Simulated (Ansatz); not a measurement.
Input for Ansatz (a first-principles code): R-RI-MP2/aug-cc-pV(Q+d)Z on Cl2H4Si (a complex). Files ending in .json are basis or fitting sets from the Basis Set Exchange.

Ansatz 0.2 input:
```yaml
crystal:
  periodic: [false, false, false]
  atoms:
    - {symbol: Cl, position_ang: [0.18137012, 0.42715245, -0.08155604]}
    - {symbol: H, position_ang: [-0.08917065, -0.45574490, 0.81766539]}
    - {symbol: Si, position_ang: [0.04128378, 0.64051478, 3.82265477]}
    - {symbol: Cl, position_ang: [-0.40999953, -1.26877887, 3.12522449]}
    - {symbol: H, position_ang: [-0.05348074, 0.60113517, 5.29384472]}
    - {symbol: H, position_ang: [-0.94354843, 1.57546705, 3.25148283]}
    - {symbol: H, position_ang: [1.40952153, 0.96991602, 3.38698211]}
basis:
  gaussian:
    orbitals: aug-cc-pV_Q+d_Z.json
    fitting: {mean_field: def2-universal-JKFIT, correlation: aug-cc-pVQZ-RIFIT.json}
magnetization: {spin_polarized: false}
correlation: {method: mp2, electrons: outside_noble_gas}
scf: {lower_state_search: off}
```

Output:

```
Functional definition: HF
[...]
these checks for a lower state are left out or cut short: stability, starts, cluster_reference, orbital_swaps, neighbouring_geometries, increment
integrals: 0.78 GiB planned
456 factors; integrals over basis functions are off by at most 6.0e0 eV
mean field: 1.14 GiB planned
mean field evaluation 1: about -32935.0245 eV, gradient 1.6e1 eV
mean field evaluation 2: about -32936.0201 eV, gradient 5.9e0 eV
mean field evaluation 4: about -32936.1455 eV, gradient 4.1e-1 eV
mean field -32936.14582037 eV, -1210.3810339771 hartree, gradient 6.7e-7 eV, S^2 0.000000; 0 other end points of the search recorded, 0 dependent functions left out
15 core orbitals not correlated
902 factors; their error is unknown
reference -32936.14582037 eV, -1210.3810339771 hartree; 11, 11 occupied and 425, 425 virtual orbitals, 902 factors
second order -15.86490630 eV of doubles, -0.00000000 eV of singles
Total energy: -32952.01072667 eV, -1210.9640585301 hartree
Checks for a lower state left out: stability, starts, cluster_reference, orbital_swaps, neighbouring_geometries, increment
```

The calculation finished and met its thresholds.

Cost: roughly 18 core-seconds.
